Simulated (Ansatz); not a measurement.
Reaction: GeH4Se (SMILES [GeH3][SeH]) → GeH3Se (SMILES [GeH2][SeH], doublet) + H (doublet) (the Ge-H bond breaks)
Each species at its own B3LYP-D3(BJ)/def2-TZVP minimum (Ansatz, a first-principles code).

Total energies in hartree (Ansatz). Radicals and triplets start from unrestricted determinants; spin-orbit coupling is neglected. Cores are frozen in correlated methods (noble-gas shells, and filled d and f shells in the p block). No relativity. Where a partner has so few electrons that a lower coupled-cluster level is exact, that level stands in.

```tsv
species	HF/cc-pVTZ	CCSD(T)/cc-pVTZ	HF/cc-pVQZ	CCSD(T)/cc-pVQZ	CCSDT(Q)/cc-pVTZ
1: GeH4Se (SMILES [GeH3][SeH])	-4477.64158	-4477.97556	-4477.64887	-4478.00467	-4477.97718
2: GeH3Se (SMILES [GeH2][SeH], doublet)	-4477.03432	-4477.34050	-4477.04126	-4477.36805	-4477.34235
3: H (doublet)	-0.49981	-0.49981	-0.49995	-0.49995	-0.49981
```

Q: Work out the bond dissociation energy (electronic) in kJ/mol: take Hartree-Fock from cc-pVQZ, extrapolate the CCSD(T) correlation energy as X^-3 (X = 3, 4), and add CCSDT(Q) - CCSD(T) in cc-pVTZ. 1 hartree = 2625.5 kJ/mol.

A: 
Species 1: correlation (64·(-0.35580) - 27·(-0.33398))/37 = -0.37172; step -0.00162; E1 = -4477.64887 + (-0.37172) + (-0.00162) = -4478.02221
Species 2: correlation (64·(-0.32679) - 27·(-0.30618))/37 = -0.34183; step -0.00185; E2 = -4477.04126 + (-0.34183) + (-0.00185) = -4477.38494
Species 3: correlation (64·(0.00000) - 27·(0.00000))/37 = 0.00000; step +0.00000; E3 = -0.49995 + (0.00000) + (+0.00000) = -0.49995
-1·E1 +1·E2 +1·E3 = 0.13732 hartree = 360.5 kJ/mol.
